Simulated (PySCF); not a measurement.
Molfile (atoms numbered from 1):
```
C3H12BN
     RDKit          3D

 17 16  0  0  0  0  0  0  0  0999 V2000
    1.9649   -0.8906    0.1250 B   0  0  0  0  0  0  0  0  0  0  0  0
    0.7789    0.1324    0.5705 N   0  0  0  0  0  0  0  0  0  0  0  0
   -0.3626    0.3158   -0.3595 C   0  0  0  0  0  0  0  0  0  0  0  0
   -1.2024   -0.9461   -0.4130 C   0  0  0  0  0  0  0  0  0  0  0  0
   -1.1738    1.5422    0.0258 C   0  0  0  0  0  0  0  0  0  0  0  0
    1.4911   -2.0184    0.0907 H   0  0  0  0  0  0  0  0  0  0  0  0
    2.8217   -0.7751    0.9950 H   0  0  0  0  0  0  0  0  0  0  0  0
    2.3420   -0.4927   -0.9729 H   0  0  0  0  0  0  0  0  0  0  0  0
    1.2281    1.0371    0.7218 H   0  0  0  0  0  0  0  0  0  0  0  0
    0.4275   -0.1552    1.4874 H   0  0  0  0  0  0  0  0  0  0  0  0
    0.1032    0.4750   -1.3451 H   0  0  0  0  0  0  0  0  0  0  0  0
   -0.5900   -1.8124   -0.6939 H   0  0  0  0  0  0  0  0  0  0  0  0
   -2.0095   -0.8288   -1.1499 H   0  0  0  0  0  0  0  0  0  0  0  0
   -1.6692   -1.1516    0.5653 H   0  0  0  0  0  0  0  0  0  0  0  0
   -1.9868    1.7079   -0.6956 H   0  0  0  0  0  0  0  0  0  0  0  0
   -0.5538    2.4529    0.0407 H   0  0  0  0  0  0  0  0  0  0  0  0
   -1.6333    1.4210    1.0210 H   0  0  0  0  0  0  0  0  0  0  0  0
  1  2  1  0
  2  3  1  0
  3  4  1  0
  3  5  1  0
  1  6  1  0
  1  7  1  0
  1  8  1  0
  2  9  1  0
  2 10  1  0
  3 11  1  0
  4 12  1  0
  4 13  1  0
  4 14  1  0
  5 15  1  0
  5 16  1  0
  5 17  1  0
M  CHG  2   1  -1   2   1
M  END
```

PySCF calculation with NMR shieldings at CAM-B3LYP/pcSseg-2/GIAO and PBE0-D3(BJ)/def2-SVP structure; one conformer, no relativistic terms, fast rotation and ring inversion assumed for equivalent nuclei, no solvent.

δ = σ(ref) − σ, references computed at the same level: ¹³C (σref 182.55), ¹H (σref 31.34) vs TMS; ¹¹B (σref 97.88) against BF3·OEt2; NH3 for ¹⁵N (σref 261.83).

| atoms | nucleus | count | δ (ppm) |
| --- | --- | --- | --- |
| N2 | ¹⁵N | 1 | ? |
| C4/C5 | ¹³C | 2 | 24.3 |
| H6/H7/H8 | ¹H | 3 | ? |
| B1 | ¹¹B | 1 | -23.5 |
| H12/H13/H14/H15/H16/H17 | ¹H | 6 | 1.21 |
| H9/H10 | ¹H | 2 | 2.54 |
| H11 | ¹H | 1 | 2.90 |
| C3 | ¹³C | 1 | 54.5 |

Fill in the missing shifts.

Results:


- H6/H7/H8: 1.93 ppm, hydrogen on a boron bonded to N
- N2: 78.6 ppm, donor nitrogen of a Lewis adduct

OH and NH positions are those of a molecule without intermolecular hydrogen bonds; in solution they move with solvent, concentration and temperature, and exchange usually removes their couplings. Hydrogens on boron are broadened and split by ¹¹B (spin 3/2, 80 %) and 10B (spin 3). Shifts are as computed, not scaled to solution data. Of 1313 compounds with measured shifts, 239 miss one by over three times the rms of a fit or turn the order of signals round; such compounds aren't used in these exercises. Experimental scales use liquid or dissolved standards, which lie at an offset from isolated NH3 (liquid NH3: subtract about 20 ppm).
